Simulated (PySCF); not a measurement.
## Structure from NMR data

Molecular formula: C6H9F. Simulated spectra:

1H NMR (500 MHz, computed): δ 7.13 (m, 1H), 6.26 (m, 1H), 5.78 (m, 1H), 5.64 (m, 1H), 5.46 (m, 2H), 1.99 (d, 3H).

13C{1H} NMR (computed): δ 136.0 (CH), 135.7 (CH), 135.4 (CH), 129.5 (CH), 86.8 (CH2), 16.9 (CH3).

Theoretical values (PySCF 2.14.0 with density-fitted response routines): NMR shieldings at PBE0/pcSseg-1/GIAO, structure optimised with GFN2-xTB. Isolated molecule, one computed conformer, fast rotation and ring inversion assumed for equivalent nuclei, relativity neglected.

δ = σ(ref) − σ, references computed at the same level: TMS for 1H (31.72 ppm) and 13C (186.93 ppm).

Which of these isomers gave the spectra?
A. C=C(C)/C(F)=C/C
B. C/C=C\C=C\CF
C. C=C/C=C/CCF

## Answers

B. 

Rings plus π bonds: 2 (no ring in the answer). 6 carbon signals for 6 carbons: no two carbons are equivalent. Carbon types of the structure: 4 × CH, 1 × CH2, 1 × CH3, which accounts for all hydrogens. δC 136.0, 135.7, 135.4, 129.5: alkene CH; as expected for a trigonal carbon in a double bond. δC 86.8: allylic sp3 CH2 bonded to F; pulled downfield by the heteroatom. δC 16.9: allylic methyl carbon; saturated and bonded to C and H only. δH 5.46: hydrogen on an allylic sp3 CH2 bonded to F; its carbon carries F, an electronegative neighbour. δH 1.99: hydrogen on an allylic methyl carbon; allylic position.

The others: C=C(C)/C(F)=C/C would give 5 signals for carbon-bound and other non-exchanging H, not 6; C=C/C=C/CCF would give 7 signals for carbon-bound and other non-exchanging H, not 6.

Splittings by 19F in the carbon and heteronuclear signals aren't shown, as no couplings were computed. Shifts are as computed. Against solution values, carbons near 30 ppm lie about +3 ppm off and those near 130 ppm about +5 ppm. Of 1211 compounds with measured shifts, 218 miss one by over three times the rms of a fit or turn the order of signals round; such compounds aren't used in these exercises. No couplings were computed; multiplicities are counted from neighbouring protons, with m where these are inequivalent, close in shift, in a saturated or five-membered ring or joined by F or P, and br s for small geminal =CH2 splittings.
